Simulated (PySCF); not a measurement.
Coordinates in bohr (charge 0 multiplicity 3):
```
W     0.0000    0.0000   -0.5681
S     0.0000    0.0000    3.3955
H     2.9460    0.0000   -2.0154
H    -2.9460    0.0000   -2.0154
```

Computed with PySCF, UPBE0, basis W def2-TZVP with ECP60, S def2-TZVP, H def2-TZVP (scalar-relativistic core potentials, no spin–orbit coupling, density fitting).

This geometry of H₂WS is a stationary point at this level.

(1) What is the point group?

(2) Is it a minimum?

(3) List the harmonic modes with their infrared intensities.

(4) What are the dipole moment and the gap between the highest occupied and lowest empty levels of either spin?

(5) Give the ideal-gas entropy at 298.15 K and 1 bar by parts.

Answers

(1) C2v.

(2) Yes: all harmonic wavenumbers are real.

(3) 
| symmetry | ω (cm⁻¹) | IR (km/mol) |
| --- | --- | --- |
| b1 | 261 | 57.0 |
| b2 | 412 | 1.3 |
| a1 | 553 | 27.6 |
| a1 | 830 | 15.6 |
| b2 | 1899 | 199 |
| a1 | 1926 | 213 |

(4) 1.47 D and 3.75 eV.

(5) translation 176.0, rotation 89.5, vibration 13.8, spin 9.1; total 288.4 J/(mol K).

This need not be the most stable arrangement of these atoms. With open d or f shells other occupations or spin states may lie lower. No spin–orbit coupling is included, which matters more the heavier the element.
